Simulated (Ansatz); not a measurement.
Two isomers of C2H7BrSi: A = `[SiH3]CCBr`, B = `CC[SiH2]Br`.

Computed with Ansatz on PBE0-D4/def2-TZVP structures; ΔE is electronic, products minus reactants. CBS: MP2 limit from def2 TZ/QZ plus the TZ coupled-cluster correction, frozen cores. DFT in def2-TZVPP. For Br outer-core shells are correlated without core-valence functions, which leaves a few kJ/mol of doubt a bond. Scalar relativity is left out up to krypton. One conformer a species, not always the lowest.

(1) Which is lower in electronic energy at CCSD(T)/CBS, and by how much? (Best estimate.)

(2) Give E(B) − E(A) in kcal/mol with ωB97M-V, PBE-D4, MP2/def2-TZVPP, CCSD(T)/def2-SVP, CCSD(T)/def2-TZVPP, r2SCAN-D4, PBE0-D4. (Estimate.)

(3) Does the order hold for the free energy at 298.15 K (harmonic terms from PBE0-D4)? (Best estimate.)

Largest T1 diagnostic: 0.009.

Results:

(1) Ansatz gave: B, by 35.3 kcal/mol.

(2) Ansatz gave: ωB97M-V -35.5, PBE-D4 -33.7, MP2/def2-TZVPP -35.2, CCSD(T)/def2-SVP -34.1, CCSD(T)/def2-TZVPP -34.0, r2SCAN-D4 -35.4, PBE0-D4 -35.3. None reverses the order clearly.

(3) The calculation gave: Yes: G(B) − G(A) = -33.7 kcal/mol, for one conformer each.

Leaving LDA and LC-ωPBE aside and taking each functional with its dispersion term where it has one, the values, not all of them listed here, spread over 3.7 kcal/mol, from r2SCAN0-D4 to BLYP-D4. From PBE to PBE0 (25 % exact exchange), in def2-TZVPP and without D4, E(B) − E(A) moves by −1.5 kcal/mol.
